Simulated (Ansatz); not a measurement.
AlH6PSn: where a starting geometry ends

The starting geometry of this gas-phase singlet was optimised with GFN2-xTB.

```xyz
9

Al   -1.8884    0.7695   -0.7404
P     2.3393    0.7979    0.7441
Sn   -0.0378    0.0961    1.2725
H     1.9927    0.7667   -0.6145
H    -2.3593    1.3171   -2.1013
H    -2.9186    0.2681    0.3827
H    -0.7426   -0.4953   -0.9057
H    -0.8883    1.8944    0.1044
H     2.8350   -0.5205    0.6985
```

Problem. Where would you expect an optimisation with PBE0-D3(BJ)/def2-SVP to take it?

Solution. New bonds form, giving a structure with H7 bridging Al1 and Sn3, H8 bridging Al1 and Sn3, given below by its coordinates. Contacts that close: Sn3–H7 (2.36 → 1.98 Å), Sn3–H8 (2.31 → 1.96 Å).

The energy falls by 0.72 eV over 19 steps:

```json
{"step": "1", "E − E(last) (eV)": "0.720"}
{"step": "3", "E − E(last) (eV)": "0.254"}
{"step": "5", "E − E(last) (eV)": "0.120"}
{"step": "7", "E − E(last) (eV)": "0.038"}
{"step": "9", "E − E(last) (eV)": "0.011"}
{"step": "11", "E − E(last) (eV)": "0.002"}
{"step": "13", "E − E(last) (eV)": "0.000"}
{"step": "15", "E − E(last) (eV)": "0.000"}
{"step": "17", "E − E(last) (eV)": "0.000"}
{"step": "19", "E − E(last) (eV)": "0.000"}
```

Final geometry (Å):

```yaml
atoms:
  - { symbol: Al, position_ang: [-1.7276, 0.7161, -0.6224] }
  - { symbol: P, position_ang: [2.0506, 0.9999, 0.2494] }
  - { symbol: Sn, position_ang: [0.0214, 0.0463, 1.5608] }
  - { symbol: H, position_ang: [1.5298, 0.7974, -1.0647] }
  - { symbol: H, position_ang: [-1.0751, 1.2997, -1.9461] }
  - { symbol: H, position_ang: [-3.2765, 0.4863, -0.3640] }
  - { symbol: H, position_ang: [-0.8516, -0.6827, -0.0629] }
  - { symbol: H, position_ang: [-1.0604, 1.4948, 0.8043] }
  - { symbol: H, position_ang: [2.7212, -0.2639, 0.2860] }
```

Frequencies at the end are all real (lowest 89 cm⁻¹). Atoms past krypton carry core potentials, without spin–orbit terms. Run with Ansatz 0.2.0, 26 s on 2 threads of Intel(R) Xeon(R) 6975P-C (Granite Rapids), with other jobs on the host.
